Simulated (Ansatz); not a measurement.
Relaxation of Ta(NH)(OSiH3)3 (TaSi3NO3H10) with RKS PBE-D4/def2-SVP.

```sh
$ ansatz run in.yaml --threads 2 --pin off --events-out ev --progress --plain --max-ram 32768MiB --backend cuda --devices 0, --max-vram 18GiB
```

```yaml
crystal:
  periodic: [false, false, false]
  atoms:
    - {symbol: Ta, position_ang: [0.060310, 0.011280, 0.461830]}
    - {symbol: N, position_ang: [0.447760, -0.103200, 2.211860]}
    - {symbol: H, position_ang: [0.667890, -0.169680, 3.195570]}
    - {symbol: O, position_ang: [1.446700, -0.845680, -0.538700]}
    - {symbol: Si, position_ang: [2.720390, -1.651590, -1.120070]}
    - {symbol: H, position_ang: [2.920940, -2.840810, -0.282470]}
    - {symbol: H, position_ang: [3.869190, -0.737400, -1.077220]}
    - {symbol: H, position_ang: [2.385830, -2.020320, -2.503840]}
    - {symbol: O, position_ang: [-0.046630, 1.856980, -0.030670]}
    - {symbol: Si, position_ang: [-0.008650, 3.468980, -0.135180]}
    - {symbol: H, position_ang: [0.136450, 4.013020, 1.220510]}
    - {symbol: H, position_ang: [-1.276260, 3.877520, -0.757170]}
    - {symbol: H, position_ang: [1.136030, 3.812100, -0.991300]}
    - {symbol: O, position_ang: [-1.602980, -0.869620, 0.126760]}
    - {symbol: Si, position_ang: [-2.943380, -1.770360, 0.074790]}
    - {symbol: H, position_ang: [-3.346310, -2.070240, 1.454030]}
    - {symbol: H, position_ang: [-2.611310, -2.989010, -0.678000]}
    - {symbol: H, position_ang: [-3.955980, -0.971990, -0.630730]}
basis:
  gaussian: {orbitals: def2-SVP}
hamiltonian: {xc: pbe, dispersion: d4}
scf: {lower_state_search: "off"}
output: {orbitals: {seedname: orbitals}}
relax: {f_tol: 0.02, max_steps: 100}
```

It took 49 s on 2 threads of AMD EPYC 7R13 on a shared host and a share (18 GiB) of an NVIDIA H100 80GB HBM3, peak host memory 0.84 GiB.

Positions (Å) and forces (eV/Å) at steps 1, 2, 3, 4, 5, 7, 8, 9, 10, 12, 13, 16, 19, 20, 22, 24 of 29:

```xyz
18
step=1 energy=-32953.2950 eV
Ta    0.060    0.011    0.462    0.221   -0.023    0.795
N     0.448   -0.103    2.212   -0.186    0.046   -0.785
H     0.668   -0.170    3.196    0.091   -0.031    0.420
O     1.447   -0.846   -0.539   -1.710    1.077    0.676
Si    2.720   -1.652   -1.120    0.967   -0.615   -0.492
H     2.921   -2.841   -0.282    0.296   -0.604    0.268
H     3.869   -0.737   -1.077    0.673    0.236   -0.052
H     2.386   -2.020   -2.504    0.072   -0.279   -0.627
O    -0.047    1.857   -0.031   -0.075   -2.117    0.036
Si   -0.009    3.469   -0.135    0.005    1.230   -0.122
H     0.136    4.013    1.221    0.071    0.476    0.552
H    -1.276    3.878   -0.757   -0.501    0.422   -0.245
H     1.136    3.812   -0.991    0.469    0.387   -0.338
O    -1.603   -0.870    0.127    1.704    1.169   -0.035
Si   -2.943   -1.770    0.075   -1.036   -0.657   -0.068
H    -3.346   -2.070    1.454   -0.374   -0.270    0.571
H    -2.611   -2.989   -0.678   -0.068   -0.623   -0.286
H    -3.956   -0.972   -0.631   -0.619    0.176   -0.270
18
step=2 energy=-32953.6384 eV
Ta    0.067    0.009    0.470   -0.005   -0.026    0.075
N     0.442   -0.110    2.214   -0.033    0.018   -0.191
H     0.657   -0.181    3.206    0.021   -0.008    0.100
O     1.461   -0.853   -0.540   -0.887    0.562    0.368
Si    2.762   -1.671   -1.129    0.711   -0.455   -0.313
H     3.019   -2.892   -0.305    0.045   -0.135    0.085
H     3.967   -0.786   -1.102    0.136    0.083   -0.001
H     2.481   -2.080   -2.542   -0.009   -0.045   -0.127
O    -0.044    1.867   -0.030   -0.028   -1.107    0.039
Si   -0.013    3.509   -0.132    0.028    0.891   -0.050
H     0.136    4.116    1.227    0.014    0.082    0.151
H    -1.288    3.985   -0.754   -0.120    0.060   -0.053
H     1.140    3.924   -0.990    0.105    0.058   -0.079
O    -1.608   -0.877    0.126    0.918    0.617   -0.020
Si   -2.982   -1.782    0.087   -0.719   -0.499   -0.022
H    -3.431   -2.116    1.473   -0.065   -0.038    0.158
H    -2.710   -3.049   -0.664    0.005   -0.124   -0.065
H    -4.055   -1.013   -0.617   -0.116    0.067   -0.056
18
step=3 energy=-32953.6968 eV
Ta    0.064    0.005    0.443    0.030    0.006    0.001
N     0.440   -0.112    2.184    0.007   -0.008    0.075
H     0.657   -0.182    3.178   -0.005    0.000   -0.017
O     1.465   -0.856   -0.557   -0.214    0.135    0.038
Si    2.799   -1.686   -1.128    0.233   -0.151   -0.099
H     3.058   -2.910   -0.291   -0.017    0.022    0.014
H     4.010   -0.794   -1.098   -0.021    0.008    0.017
H     2.535   -2.108   -2.548   -0.003    0.002    0.014
O    -0.045    1.863   -0.047   -0.022   -0.255   -0.034
Si   -0.017    3.533   -0.121    0.015    0.293   -0.013
H     0.131    4.133    1.251    0.001   -0.037    0.001
H    -1.299    4.020   -0.740    0.000   -0.017    0.012
H     1.139    3.967   -0.981   -0.004   -0.012    0.014
O    -1.609   -0.882    0.102    0.185    0.146   -0.046
Si   -3.012   -1.790    0.099   -0.235   -0.179   -0.004
H    -3.454   -2.113    1.501    0.034    0.021    0.001
H    -2.762   -3.071   -0.651    0.001    0.013    0.016
H    -4.099   -1.018   -0.598    0.016    0.012    0.011
18
step=4 energy=-32953.7216 eV
Ta    0.044    0.007    0.331   -0.025    0.007   -0.057
N     0.412   -0.119    2.075    0.021   -0.009    0.066
H     0.629   -0.195    3.069   -0.010    0.003   -0.022
O     1.437   -0.847   -0.681    0.052   -0.030   -0.025
Si    2.827   -1.692   -1.108   -0.015    0.011    0.007
H     3.035   -2.857   -0.181   -0.003   -0.002    0.012
H     4.016   -0.775   -1.037    0.006    0.008    0.004
H     2.664   -2.192   -2.515    0.011   -0.012   -0.007
O    -0.066    1.862   -0.164    0.004    0.055   -0.002
Si   -0.013    3.542   -0.096   -0.005   -0.022   -0.008
H     0.148    4.010    1.324    0.002   -0.007    0.014
H    -1.293    4.087   -0.665   -0.007    0.012    0.005
H     1.147    4.025   -0.921    0.007    0.008    0.002
O    -1.631   -0.867   -0.030   -0.042   -0.032   -0.003
Si   -3.027   -1.792    0.125    0.013    0.016   -0.009
H    -3.339   -2.046    1.573    0.009    0.006    0.013
H    -2.824   -3.102   -0.583   -0.003   -0.010    0.003
H    -4.166   -1.049   -0.515   -0.016    0.000    0.006
18
step=5 energy=-32953.7196 eV rejected
Ta    0.015    0.011    0.184   -0.002    0.006    0.084
N     0.379   -0.124    1.931   -0.004   -0.002   -0.076
H     0.596   -0.207    2.924   -0.011    0.004   -0.012
O     1.415   -0.843   -0.822    0.437   -0.273   -0.093
Si    2.861   -1.700   -1.080   -0.345    0.093    0.007
H     3.011   -2.799   -0.053   -0.034    0.092   -0.085
H     4.028   -0.757   -0.973   -0.017    0.001   -0.005
H     2.821   -2.299   -2.468   -0.002    0.063    0.165
O    -0.091    1.872   -0.293    0.029    0.471    0.057
Si   -0.008    3.554   -0.062   -0.032   -0.325    0.062
H     0.168    3.874    1.407   -0.020   -0.046   -0.168
H    -1.282    4.177   -0.571    0.044   -0.035    0.033
H     1.156    4.098   -0.845   -0.015   -0.023    0.024
O    -1.666   -0.855   -0.174   -0.409   -0.296    0.083
Si   -3.045   -1.794    0.157    0.269    0.228    0.066
H    -3.212   -1.974    1.653    0.031    0.029   -0.205
H    -2.894   -3.139   -0.502    0.014    0.035    0.024
H    -4.253   -1.096   -0.413    0.066   -0.021    0.039
18
step=7 energy=-32953.7351 eV
Ta    0.021    0.006    0.185   -0.015   -0.024   -0.025
N     0.377   -0.137    1.929    0.008    0.006    0.030
H     0.581   -0.219    2.925    0.000   -0.001   -0.003
O     1.430   -0.849   -0.812    0.083   -0.053   -0.031
Si    2.863   -1.697   -1.080   -0.031    0.001    0.012
H     3.028   -2.784   -0.051   -0.021    0.022   -0.025
H     4.030   -0.753   -0.991   -0.009    0.007   -0.009
H     2.812   -2.305   -2.456   -0.003    0.017    0.049
O    -0.082    1.872   -0.280    0.004    0.095    0.009
Si   -0.015    3.542   -0.062   -0.009   -0.023    0.003
H     0.162    3.876    1.396   -0.001   -0.019   -0.036
H    -1.294    4.151   -0.567    0.006   -0.015    0.014
H     1.140    4.094   -0.852   -0.001   -0.013    0.015
O    -1.657   -0.869   -0.172   -0.087   -0.057    0.007
Si   -3.039   -1.780    0.155    0.027    0.042    0.023
H    -3.210   -1.960    1.641    0.021    0.002   -0.046
H    -2.909   -3.125   -0.506    0.005    0.019    0.012
H    -4.237   -1.063   -0.403    0.021   -0.006    0.003
18
step=8 energy=-32953.7340 eV rejected
Ta    0.011    0.001    0.126    0.022    0.049    0.033
N     0.367   -0.136    1.870   -0.010   -0.016   -0.003
H     0.570   -0.213    2.867    0.000    0.000   -0.004
O     1.430   -0.854   -0.860    0.122   -0.066   -0.016
Si    2.883   -1.694   -1.061   -0.171   -0.015   -0.070
H     3.013   -2.758   -0.001    0.032    0.079   -0.018
H     4.033   -0.727   -0.991   -0.007   -0.035    0.033
H     2.863   -2.351   -2.417    0.017    0.036    0.062
O    -0.090    1.872   -0.325   -0.003    0.108   -0.013
Si   -0.019    3.537   -0.052    0.021   -0.136    0.087
H     0.171    3.811    1.419   -0.020   -0.004   -0.064
H    -1.307    4.161   -0.519    0.050   -0.002   -0.009
H     1.146    4.106   -0.815   -0.049    0.007   -0.014
O    -1.671   -0.871   -0.226   -0.134   -0.075    0.031
Si   -3.049   -1.768    0.166    0.150    0.020    0.014
H    -3.151   -1.933    1.664   -0.025    0.038   -0.095
H    -2.939   -3.126   -0.474   -0.018    0.023    0.004
H    -4.261   -1.057   -0.372    0.023   -0.012    0.043
18
step=9 energy=-32953.7369 eV
Ta    0.016    0.002    0.154    0.009    0.011    0.033
N     0.372   -0.138    1.899   -0.006   -0.002   -0.024
H     0.576   -0.218    2.895    0.000   -0.001   -0.002
O     1.430   -0.853   -0.838    0.040   -0.029   -0.021
Si    2.871   -1.696   -1.073   -0.050    0.024    0.023
H     3.024   -2.762   -0.021   -0.002    0.006   -0.020
H     4.029   -0.741   -0.988    0.001   -0.003   -0.011
H     2.837   -2.328   -2.438    0.007    0.004    0.027
O    -0.085    1.872   -0.302    0.004    0.038   -0.001
Si   -0.016    3.538   -0.054   -0.009   -0.052    0.001
H     0.165    3.840    1.410    0.000   -0.003   -0.024
H    -1.298    4.153   -0.544    0.006    0.002    0.010
H     1.138    4.099   -0.837   -0.001    0.003    0.011
O    -1.665   -0.871   -0.199   -0.045   -0.036    0.002
Si   -3.042   -1.775    0.160    0.044    0.050    0.017
H    -3.183   -1.941    1.650    0.006   -0.006   -0.027
H    -2.924   -3.125   -0.493   -0.008    0.007    0.007
H    -4.246   -1.056   -0.382    0.003   -0.012   -0.002
18
step=10 energy=-32953.7378 eV
Ta    0.010   -0.001    0.109    0.013    0.001    0.068
N     0.363   -0.145    1.854   -0.011    0.006   -0.054
H     0.565   -0.228    2.850    0.001    0.000    0.002
O     1.429   -0.856   -0.876    0.043   -0.026   -0.009
Si    2.883   -1.692   -1.059   -0.033   -0.011   -0.031
H     3.028   -2.729    0.022    0.000    0.027    0.007
H     4.033   -0.725   -0.995   -0.009    0.001    0.015
H     2.883   -2.372   -2.400   -0.010    0.013    0.013
O    -0.091    1.872   -0.339    0.002    0.035   -0.001
Si   -0.019    3.530   -0.046    0.007   -0.017    0.025
H     0.173    3.792    1.424   -0.006   -0.011   -0.012
H    -1.302    4.166   -0.506    0.005   -0.011   -0.004
H     1.134    4.116   -0.811   -0.006   -0.006   -0.010
O    -1.675   -0.871   -0.239   -0.040   -0.025    0.008
Si   -3.047   -1.763    0.170    0.031   -0.014   -0.012
H    -3.143   -1.919    1.664   -0.002    0.020   -0.019
H    -2.959   -3.121   -0.469    0.011   -0.002   -0.002
H    -4.265   -1.054   -0.353    0.005    0.019    0.017
18
step=12 energy=-32953.7386 eV
Ta    0.011   -0.005    0.106   -0.002   -0.010   -0.027
N     0.365   -0.150    1.849    0.010   -0.001    0.056
H     0.568   -0.232    2.846   -0.007    0.002   -0.039
O     1.427   -0.861   -0.884   -0.007    0.007    0.005
Si    2.884   -1.689   -1.058    0.021   -0.006    0.000
H     3.044   -2.695    0.049    0.001    0.002    0.001
H     4.025   -0.711   -1.015   -0.004   -0.002   -0.002
H     2.879   -2.396   -2.383   -0.001   -0.003   -0.002
O    -0.087    1.867   -0.345   -0.003   -0.006    0.008
Si   -0.020    3.523   -0.041    0.003    0.017   -0.012
H     0.178    3.776    1.428    0.001   -0.002    0.005
H    -1.308    4.153   -0.493    0.001   -0.001    0.002
H     1.126    4.115   -0.814   -0.003    0.000    0.002
O    -1.672   -0.878   -0.246    0.007    0.012    0.006
Si   -3.048   -1.758    0.165   -0.018   -0.013   -0.012
H    -3.140   -1.914    1.658    0.001    0.001    0.005
H    -2.972   -3.115   -0.479   -0.002    0.003    0.002
H    -4.261   -1.030   -0.343    0.003   -0.001    0.003
18
step=13 energy=-32953.7388 eV
Ta    0.011   -0.007    0.101   -0.004   -0.001   -0.020
N     0.365   -0.151    1.845    0.006   -0.002    0.033
H     0.567   -0.233    2.841   -0.005    0.001   -0.023
O     1.428   -0.863   -0.887   -0.009    0.008    0.007
Si    2.887   -1.688   -1.056    0.019   -0.004    0.002
H     3.053   -2.683    0.061    0.000    0.001   -0.001
H     4.026   -0.706   -1.025   -0.003   -0.001   -0.003
H     2.882   -2.408   -2.375   -0.001   -0.004   -0.001
O    -0.087    1.866   -0.348   -0.001   -0.012    0.005
Si   -0.021    3.520   -0.039    0.000    0.013   -0.009
H     0.181    3.768    1.430    0.002    0.000    0.004
H    -1.310    4.151   -0.486   -0.001   -0.001    0.001
H     1.122    4.117   -0.813   -0.001   -0.001    0.002
O    -1.673   -0.879   -0.250    0.012    0.010    0.004
Si   -3.050   -1.756    0.165   -0.017   -0.007   -0.009
H    -3.137   -1.912    1.658    0.001   -0.002    0.005
H    -2.981   -3.112   -0.482    0.000    0.002    0.002
H    -4.263   -1.024   -0.338    0.002    0.000    0.001
18
step=16 energy=-32953.7398 eV
Ta    0.015   -0.019    0.102   -0.002   -0.002    0.006
N     0.357   -0.168    1.848    0.001    0.001   -0.001
H     0.554   -0.253    2.845    0.001    0.000    0.002
O     1.440   -0.871   -0.878    0.001   -0.002   -0.008
Si    2.907   -1.683   -1.052   -0.001    0.003    0.007
H     3.135   -2.595    0.123    0.004    0.000    0.001
H     4.025   -0.681   -1.135    0.001   -0.001   -0.004
H     2.864   -2.493   -2.317   -0.004    0.000    0.002
O    -0.081    1.855   -0.340   -0.001    0.003   -0.004
Si   -0.025    3.511   -0.033    0.002   -0.003    0.005
H     0.204    3.759    1.432    0.000    0.003   -0.001
H    -1.330    4.129   -0.453   -0.001   -0.001    0.000
H     1.096    4.118   -0.830   -0.001    0.000    0.000
O    -1.669   -0.886   -0.259   -0.006    0.000    0.001
Si   -3.062   -1.741    0.151    0.005   -0.001   -0.003
H    -3.138   -1.927    1.642    0.001    0.000    0.000
H    -3.028   -3.083   -0.524   -0.001   -0.001   -0.001
H    -4.263   -0.972   -0.323    0.000    0.002   -0.001
18
step=19 energy=-32953.7409 eV
Ta    0.021   -0.025    0.121   -0.004   -0.004    0.008
N     0.348   -0.182    1.869    0.000    0.001   -0.007
H     0.537   -0.270    2.868    0.000    0.000   -0.001
O     1.453   -0.874   -0.852    0.008    0.003   -0.002
Si    2.919   -1.681   -1.047    0.013   -0.021   -0.006
H     3.244   -2.476    0.191   -0.004    0.027   -0.029
H     4.010   -0.675   -1.304   -0.026   -0.027    0.008
H     2.803   -2.608   -2.226    0.007    0.020    0.029
O    -0.073    1.849   -0.316    0.002    0.005   -0.005
Si   -0.027    3.508   -0.025    0.001   -0.007    0.005
H     0.235    3.773    1.433   -0.001   -0.001   -0.002
H    -1.348    4.108   -0.418    0.003    0.001    0.001
H     1.068    4.119   -0.854   -0.003    0.000    0.000
O    -1.660   -0.889   -0.261   -0.011   -0.004    0.004
Si   -3.068   -1.732    0.125    0.013    0.003    0.001
H    -3.140   -1.971    1.609   -0.002    0.002   -0.005
H    -3.063   -3.050   -0.598    0.000    0.006   -0.001
H    -4.256   -0.923   -0.315    0.003   -0.004    0.002
18
step=20 energy=-32953.7413 eV
Ta    0.020   -0.024    0.121   -0.006   -0.003    0.009
N     0.350   -0.181    1.869   -0.005    0.004   -0.044
H     0.541   -0.270    2.866    0.005   -0.004    0.034
O     1.451   -0.875   -0.852   -0.012    0.009   -0.001
Si    2.916   -1.683   -1.043    0.036   -0.031    0.009
H     3.281   -2.408    0.228   -0.017    0.023   -0.053
H     3.992   -0.682   -1.374   -0.027   -0.034   -0.003
H     2.778   -2.671   -2.172    0.013    0.041    0.051
O    -0.072    1.852   -0.315    0.003   -0.007   -0.008
Si   -0.025    3.509   -0.018   -0.003   -0.006    0.008
H     0.251    3.768    1.438    0.000    0.003    0.003
H    -1.350    4.111   -0.396    0.000    0.000    0.001
H     1.061    4.125   -0.855    0.005    0.001   -0.004
O    -1.662   -0.885   -0.259    0.000   -0.002   -0.004
Si   -3.069   -1.734    0.113    0.007    0.011    0.012
H    -3.139   -2.000    1.592   -0.001   -0.002   -0.001
H    -3.066   -3.038   -0.634    0.000    0.002   -0.004
H    -4.258   -0.916   -0.308    0.004   -0.005   -0.003
18
step=22 energy=-32953.7420 eV
Ta    0.017   -0.021    0.118    0.004   -0.004    0.003
N     0.347   -0.181    1.865    0.004    0.000    0.013
H     0.538   -0.271    2.863   -0.002    0.000   -0.009
O     1.448   -0.871   -0.855    0.002    0.005   -0.007
Si    2.913   -1.680   -1.039    0.041   -0.015   -0.015
H     3.298   -2.358    0.249   -0.004    0.017   -0.023
H     3.981   -0.692   -1.430   -0.035   -0.029    0.016
H     2.765   -2.710   -2.127    0.000    0.021    0.026
O    -0.071    1.854   -0.317   -0.002    0.002   -0.002
Si   -0.021    3.510   -0.012    0.001    0.008    0.000
H     0.260    3.763    1.445    0.000   -0.002   -0.003
H    -1.346    4.115   -0.382    0.002    0.000    0.000
H     1.064    4.128   -0.850   -0.003   -0.001    0.003
O    -1.665   -0.882   -0.264   -0.006   -0.002   -0.001
Si   -3.069   -1.737    0.108   -0.002   -0.006   -0.001
H    -3.134   -2.015    1.585    0.002    0.002   -0.006
H    -3.065   -3.035   -0.651    0.000    0.004    0.004
H    -4.260   -0.919   -0.306    0.000    0.000    0.001
18
step=24 energy=-32953.7425 eV
Ta    0.011   -0.014    0.101   -0.006    0.001   -0.002
N     0.342   -0.180    1.848    0.003   -0.002    0.018
H     0.531   -0.275    2.846   -0.003    0.002   -0.021
O     1.444   -0.862   -0.872    0.007   -0.007    0.004
Si    2.908   -1.681   -1.031    0.041   -0.018   -0.012
H     3.348   -2.224    0.306   -0.017    0.021   -0.063
H     3.948   -0.727   -1.558   -0.034   -0.040    0.022
H     2.728   -2.814   -2.008    0.008    0.042    0.049
O    -0.073    1.864   -0.327   -0.001    0.000    0.007
Si   -0.013    3.515    0.007   -0.008   -0.001   -0.005
H     0.277    3.740    1.466    0.005    0.000   -0.005
H    -1.338    4.132   -0.344   -0.001   -0.001    0.000
H     1.067    4.142   -0.829    0.003   -0.002    0.006
O    -1.671   -0.876   -0.283    0.014    0.004    0.002
Si   -3.065   -1.744    0.092   -0.017    0.008   -0.004
H    -3.114   -2.038    1.567    0.004   -0.008   -0.004
H    -3.065   -3.031   -0.685    0.004   -0.001    0.009
H    -4.266   -0.928   -0.297   -0.001    0.002   -0.002
```

In the def2 sets Ta takes a core potential; there is no spin–orbit coupling.
